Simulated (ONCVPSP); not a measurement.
# europium: one change to an ONCV potential, before and after

```
Element                 : Eu (Z = 63)
Generator               : ONCVPSP 4.0.1
Type                    : optimised norm-conserving Vanderbilt (ONCV)
Functional              : PBE
Relativity              : fully relativistic
Frozen core             : [Kr] 4d10 4f6
Valence charge          : 11
Reference configuration : 5s2 5p6 5d1 6s1.75 (charge +0.25)
Partial waves           : 5s+6s: rc 2.05 bohr, ncon 4, nbas 8, qcut 6.5 1/bohr, 2 projectors; 5p: rc 1.50 bohr, ncon 3, nbas 8, qcut 5.1 1/bohr, 2 projectors, debl 0.9 Ha; 5d: rc 3.55 bohr, ncon 5, nbas 10, qcut 3.5 1/bohr, 1 projector
Local potential         : polynomial inside 1.25 bohr (lpopt 3, dvloc0 0 Ha)
Core correction         : Teter function fitted to the true core (icmod 2), fcfact 0.6
```

Open shells are filled in proportion to 2j + 1.

In the p channel the program set the typed energies aside and used -0.988, 0.250 Ha (j = l + 1/2; the other j can differ).

All-electron outer shells of the reference configuration (PBE, scalar-relativistic, ld1.x):

```json
{"shell": "5s", "level (eV)": "-49.68", "outermost node (bohr)": "0.67", "outermost maximum (bohr)": "1.21"}
{"shell": "5p", "level (eV)": "-28.09", "outermost node (bohr)": "0.72", "outermost maximum (bohr)": "1.38"}
{"shell": "4f", "level (eV)": "-9.82", "outermost node (bohr)": "–", "outermost maximum (bohr)": "0.59"}
{"shell": "6s", "level (eV)": "-5.27", "outermost node (bohr)": "1.63", "outermost maximum (bohr)": "3.38"}
{"shell": "5d", "level (eV)": "-4.00", "outermost node (bohr)": "0.81", "outermost maximum (bohr)": "1.98"}
```

Change: s: rc 2.42.

Cutoffs: the cutoffs (Ha) at which the residual kinetic energy of the hardest occupied pseudo-wave falls to 1 and 0.1 mHa per electron; they do not see the model core or the augmentation charge, which bear on the density cutoff. Errors are all-electron minus pseudo energies relative to the spin-unpolarised reference configuration.

Question: How do hardness, ghosts and transferability respond?

Answer: The potential gets neither clearly harder nor softer (39 Ha and 106 Ha → 39 Ha and 106 Ha); the p channel sets the loose cutoff, while the largest relative change is in s, which becomes softer; of the 4 tests that both files solve, the error grows in 0 and shrinks in 1 by more than 15 % and 0.3 meV (median size 0.7 → 0.5 meV); neither file shows a bound ghost.

| quantity | base | changed |
| --- | --- | --- |
| cutoff, loose | 39 Ha | 39 Ha |
| cutoff, tight | 106 Ha | 106 Ha |
| loose cutoff by channel | s 14 Ha, p 39 Ha, d 5.4 Ha | s 11 Ha, p 39 Ha, d 5.4 Ha |
| bound ghosts | none | none |
| GHOST(+) flags under 300 eV | s at 84.7 eV, d5/2 at 146.5 eV, d3/2 at 150.4 eV | s at 61.8 eV, d5/2 at 146.5 eV, d3/2 at 150.4 eV |
| error for 5s2 5p6 5d1 6s2, meV [ΔE -1.17 eV] | 0.0 | 0.0 |
| error for 5s2 5p6 5d1 6s1, meV [ΔE 5.38 eV] | +0.9 | +0.7 |
| error for 5s2 5p6 5d1 6s0, meV [ΔE 17.32 eV] | +5.8 | +3.9 |
| error for 5s2 5p6 5d1 6s1 6p1, meV [ΔE 1.62 eV] | +0.5 | +0.3 |
| p3/2: phases at 1.52 bohr within 0.05 rad from the reference energy up to (Ha; the scan ends near 5) | 4.9 | 4.9 |
| p1/2: phases at 1.52 bohr within 0.05 rad from the reference energy up to (Ha; the scan ends near 5) | 5.0 | 5.0 |
| d5/2: phases at 3.59 bohr within 0.05 rad from the reference energy up to (Ha; the scan ends near 5) | 0.4 | 0.4 |
| d3/2: phases at 3.59 bohr within 0.05 rad from the reference energy up to (Ha; the scan ends near 5) | 0.3 | 0.3 |
| rms error of d²Exc/dni dnj with the model core, mHa | 3.38 | 3.15 |
